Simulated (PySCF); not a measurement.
C2H3O2, SMILES [CH2]OC=O, multiplicity 2. Atoms are numbered in the order given.

```xyz
7

C     -0.4412    -1.3984     0.0000
O      0.6404    -0.5739     0.0000
C      0.4471     0.7701     0.0000
O     -0.6199     1.3138     0.0000
H     -1.4373    -0.9593     0.0000
H     -0.1986    -2.4576     0.0000
H      1.4366     1.2678     0.0000
```
Charge 0, spin multiplicity 2.

The structure is a stationary point at B3LYP-D3(BJ)/def2-SVP. The isomer is the one that the SMILES or the coordinates give; other isomers of the formula were not compared. The values are those of a single conformer.

Computed with PBE/def2-TZVPD (PySCF).

Mulliken values depend strongly on the basis, most of all with diffuse functions as here. ESP charges are fitted to the potential on shells at 1.4 to 2.0 van der Waals radii. Atomic charges (e):

| atom | meta-Löwdin | ESP fit | Mulliken | Mulliken spin |
|---|---|---|---|---|
| C1 | -0.12 | -0.24 | -0.38 | 0.90 |
| O2 | -0.23 | -0.22 | -0.13 | 0.01 |
| C3 | 0.36 | 0.55 | 0.13 | 0.07 |
| O4 | -0.40 | … | -0.38 | 0.07 |
| H5 | 0.14 | … | 0.29 | -0.02 |
| H6 | 0.14 | … | 0.22 | -0.01 |
| H7 | 0.10 | … | 0.25 | -0.01 |

### Question
Complete the blanks. (The exact figures need the calculation; the answer reports its results.)

### Answer

- O4, ESP fit: -0.45
- H5, ESP fit: 0.17
- H6, ESP fit: 0.17
- H7, ESP fit: 0.01
